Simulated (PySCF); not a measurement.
## Working out the ionisation energy of Mn⁺

Mn⁺ [Ar] 3d5 4s1 (7S) → Mn²⁺ [Ar] 3d5 (6S). Calculation: PySCF 2.14, in cc-pVDZ-DK; scalar relativity by spin-free X2C-1e. Frozen: [Ar]. Energies in hartree (1 hartree = 27.21139 eV):

```json
{"part": "UHF", "Mn⁺ (lower)": "-1157.160677", "Mn²⁺ (upper)": "-1156.613647"}
{"part": "MP2 opposite-spin", "Mn⁺ (lower)": "0.000000", "Mn²⁺ (upper)": "0.000000"}
{"part": "MP2 same-spin", "Mn⁺ (lower)": "-0.068392", "Mn²⁺ (upper)": "-0.054051"}
```

Problem. What does Hartree-Fock give?

Solution. (-1156.613647) − (-1157.160677) = 0.547030 hartree = 14.885 eV.

Problem. What do MP2 and SCS-MP2 (6/5 opposite-spin, 1/3 same-spin) give?

Solution. The opposite-spin parts differ by 0.000 eV and the same-spin parts by 0.390 eV. MP2: 14.885 + (0.000) + (0.390) = 15.275 eV. SCS-MP2: 14.885 + 1.2 × (0.000) + (0.390)/3 = 15.015 eV.

Measured between the centres of the two terms (NIST): 15.640 eV, so MP2 (valence) is off by -0.365 eV.

A double-zeta basis recovers only part of the correlation energy.

What remains against the reference includes basis incompleteness, the frozen core and correlation beyond second order.
